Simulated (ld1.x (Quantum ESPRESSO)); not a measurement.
u(r) = r·R(r): atom against pseudo-atom (In)

Columns: radius, all-electron u(r) and pseudo u(r) of the 5p shell (level -16.38 eV) of indium in the configuration [Kr] 4d10 5s1 5p0; LDA (PZ), non-relativistic, ultrasoft scheme, ld1.x (Quantum ESPRESSO) 7.5.

| r (bohr) | all-electron | pseudo |
| --- | --- | --- |
| 0.128 | 0.0194 | -0.0056 |
| 0.255 | -0.1949 | -0.0220 |
| 0.382 | -0.0557 | -0.0486 |
| 0.510 | 0.1630 | -0.0845 |
| 0.638 | 0.2905 | -0.1281 |
| 0.765 | 0.3048 | -0.1774 |
| 0.893 | 0.2372 | -0.2313 |
| 1.020 | 0.1255 | -0.2870 |
| 1.148 | -0.0047 | -0.3436 |
| 1.275 | -0.1340 | -0.3985 |
| 1.402 | -0.2538 | -0.4508 |
| 1.530 | -0.3602 | -0.4995 |
| 1.658 | -0.4500 | -0.5433 |
| 1.785 | -0.5225 | -0.5812 |
| 1.912 | -0.5793 | -0.6131 |
| 2.040 | -0.6217 | -0.6387 |
| 2.168 | -0.6508 | -0.6578 |
| 2.295 | -0.6680 | -0.6701 |
| 2.422 | -0.6753 | -0.6756 |
| 2.550 | -0.6740 | -0.6740 |
| 2.678 | -0.6655 | -0.6655 |
| 2.805 | -0.6512 | -0.6512 |
| 2.932 | -0.6322 | -0.6322 |
| 3.060 | -0.6094 | -0.6094 |
| 3.188 | -0.5838 | -0.5838 |
| 3.315 | -0.5563 | -0.5563 |

(1) How many radial nodes do the two functions have?

(2) At about which radius was the pseudo-wave matched?

(3) Is the pseudo-wave norm-conserving?

Results:

(1) The all-electron 5p function has n − l − 1 = 3; the pseudo-wave has 0, since the states of the same l below it are removed with the core.

(2) 2.55 bohr. The columns agree to 0.0005 from 2.42 bohr on; several derivatives are matched, so the curves merge somewhat inside the radius.

(3) No, it belongs to an ultrasoft set: the norm inside the radius is not constrained, and the difference is carried by the augmentation charge.
